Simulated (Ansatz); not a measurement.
Geometry optimisation, Ansatz 0.2.0, RKS PBE-D4/def2-SVP.

Input:

```yaml
crystal:
  periodic: [false, false, false]
  atoms:
    - { symbol: Ge, position_ang: [0.249949, 0.609133, -0.342418] }
    - { symbol: Cl, position_ang: [1.03156, -0.617394, 2.7598] }
    - { symbol: Cl, position_ang: [1.807766, -0.760643, -0.883571] }
    - { symbol: Cl, position_ang: [-0.530965, 1.592066, -2.099197] }
    - { symbol: F, position_ang: [-1.098662, -0.280706, 0.29973] }
    - { symbol: "N", position_ang: [0.790022, 1.927808, 0.888412] }
    - { symbol: H, position_ang: [1.799899, 1.8357, 1.066002] }
    - { symbol: H, position_ang: [0.615404, 2.856764, 0.480074] }
    - { symbol: H, position_ang: [0.431126, 0.576272, 2.656667] }
basis:
  gaussian: { orbitals: def2-SVP }
hamiltonian:
  xc: pbe
  dispersion: d4
relax:
  f_tol: 0.03
  max_steps: 50
```

Launched with:

```bash
$ ansatz run input.yaml --threads 4 --pin off --max-ram 5120MiB --backend cpu --events-out ev --progress --plain --runs-dir out
```

Problem. Where does it end, and by what steps?

Solution. The run converged. The force dipped under the threshold on the way, but the program's further checks kept it going. After 11 steps the energy has fallen by 0.156 eV; H8 moved furthest, 0.71 Å.

```tsv
step	energy less start (eV)	largest force component (eV/Å)	accepted
0	0.0000	0.729	yes
1	-0.0354	1.102	yes
2	-0.0845	1.075	yes
3	-0.0971	1.261	yes
4	-0.1464	0.163	yes
5	-0.1470	0.177	yes
6	-0.1495	0.285	yes
7	-0.1548	0.014	yes
8	-0.1544	0.132	no
9	-0.1553	0.022	yes
10	-0.1554	0.036	yes
11	-0.1555	0.025	yes
```

```xyz
9
Properties=species:S:1:pos:R:3
Ge 0.223 0.615 -0.473
Cl 0.919 -0.344 3.306
Cl 1.742 -0.811 -0.943
Cl -0.382 1.711 -2.225
F -1.204 -0.192 0.099
N 0.840 1.678 0.901
H 1.826 1.936 0.758
H 0.285 2.536 1.025
H 0.848 0.611 2.378
```

Whether the end is a true minimum wasn't checked by a vibrational analysis.

Time of the run: 20 s on 4 threads of Arm Neoverse V2, with other jobs on the host, peak memory 0.21 GiB.
